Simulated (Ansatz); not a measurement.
Molecule: CH₃Se₂ (charge 0, doublet). It need not be the lowest isomer of its formula. 
Coordinates optimised at B3LYP-D3(BJ)/def2-TZVP (Ansatz, a program for electronic structure):
```
C
H 1 1.0861
H 1 1.0861 2 110.76
H 1 1.0892 2 110.73 3 123.24
Se 1 1.9722 2 108.72 3 -119.39
Se 5 2.2540 1 102.79 2 60.33
```
Charge 0, spin multiplicity 2.

Computed values are from Ansatz. Valence correlation only, unless marked. Open shells are spin-unrestricted. No spin-orbit coupling. Frozen are the shells of the preceding noble gas and the d and f shells that filled before the atom's block. No relativistic terms. CBS marks a two-point X^-3 extrapolation of the correlation energy; Hartree-Fock from the larger set. [CCSD(T)-MP2]/basis is that difference in the basis named.

| Item | Result |
|---|---|
| atomisation energy De | 1833.0 kJ/mol at CCSD(T)/CBS(cc-pVTZ,cc-pVQZ) |
| vertical ionisation energy (to the triplet) | 8.74 eV at RI-MP2/CBS(aug-cc-pVTZ,aug-cc-pVQZ)+[CCSD(T)-MP2]/aug-cc-pVTZ |
| vertical electron affinity (to the singlet; negative means unbound) | 1.94 eV at RI-MP2/CBS(aug-cc-pVTZ,aug-cc-pVQZ)+[CCSD(T)-MP2]/aug-cc-pVTZ |
| total energy | -4840.0156 Eh at CCSD(T)/CBS(cc-pVTZ,cc-pVQZ) |
| dipole moment | 2.28 D at CCSD(T)/aug-cc-pVDZ |
| T1 diagnostic | 0.027 at CCSD/cc-pVQZ |
